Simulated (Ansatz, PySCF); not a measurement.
Gas-phase reaction (SMILES): C[Si](C)(C)F + [H][H] (H2) → C[SiH](C)F + C (CH4); hydrogen cleaves one Si-C bond, a model of a ligand-exchange step.

Geometries: B3LYP-D3(BJ)/def2-TZVP minima from Ansatz (a quantum-chemistry and plane-wave program). Cores are frozen in the correlated levels unless marked. Spin-orbit coupling is left out. No relativistic terms. CBS marks a two-point X^-3 extrapolation of the correlation energy; Hartree-Fock from the larger set. The bracket is a focal-point correction in the basis named. Thermal terms are rigid-rotor harmonic-oscillator values from B3LYP-D3(BJ) frequencies (PySCF) at 298.15 K and 1 atm. 1 Eh = 627.5095 kcal/mol.

```csv
species,"E, RI-MP2/CBS(aug-cc-pV(T+d)Z,aug-cc-pV(Q+d)Z)+[CCSD(T)-MP2]/aug-cc-pV(T+d)Z (Ansatz) (Eh)","E, r2SCAN-D4/def2-TZVPD (Ansatz + dftd4) (Eh)",H - E (Eh),G - E (Eh)
C[Si](C)(C)F,-508.55991,-509.14178,0.12234,0.08240
[H][H] (H2),-1.17524,-1.17100,0.01336,-0.00144
C[SiH](C)F,-469.28036,-469.81893,0.09219,0.05542
C (CH4),-40.46129,-40.49957,0.04840,0.02728
```

Q: Work out ΔE and ΔH, ΔG, ΔS and the equilibrium constant at 298.15 K at the first level, then ΔH at the second.

A: 
1. ΔE = [(-469.28036) + (-40.46129)] - [(-508.55991) + (-1.17524)] = -0.00650 Eh = -4.1 kcal/mol at RI-MP2/CBS(aug-cc-pV(T+d)Z,aug-cc-pV(Q+d)Z)+[CCSD(T)-MP2]/aug-cc-pV(T+d)Z.
2. The terms H - E add up to 0.00489 Eh, so ΔH = (-0.00650 + (0.00489))×627.5095 = -1.0 kcal/mol.
3. The terms G - E add up to 0.00174 Eh, so ΔG = -3.0 kcal/mol, and ΔS = (0.00489 - (0.00174))×627509.5/298.15 = 6.6 cal/(mol K).
4. log10 K = -ΔG/(RT ln 10) = 2.2, with RT ln 10 = 1.3642 kcal/mol.
5. At r2SCAN-D4/def2-TZVPD the same steps give ΔE = -3.6 and ΔH = -0.5 kcal/mol, a shift of +0.5 from the first level.
6. These values are not checked against measurement here, since the tables used lack a sound gas-phase enthalpy of formation for at least one species.
